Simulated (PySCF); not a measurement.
Ta⁺: interval between two levels

Ta⁺ [Xe] 4f14 5d3 6s1 [5F5, M_J = 5] → Ta⁺ [Xe] 4f14 5d3 6p1 [5G6, M_J = 6], as a difference of total energies. Computed with PySCF 2.14 in x2c-SVPall-2c with one added diffuse shell each of s, d type (8s9p10d2f, 99 functions), with the two-component X2C-1e Hamiltonian. "Screened" scales the spin-orbit matrix elements by Boettger's factors to mimic the two-electron term; Breit and QED terms are absent.

```tsv
method	interval between two levels (cm⁻¹)
GHF (spin-free)	39142
GHF (screened spin-orbit)	40131
```

The labels give the starting determinants; with spin-orbit coupling the two ends relaxed to ⟨J²⟩ = 30.01, ⟨L²⟩ = 12.61, ⟨S²⟩ = 5.85 and ⟨J²⟩ = 42.01, ⟨L²⟩ = 21.26, ⟨S²⟩ = 5.65.
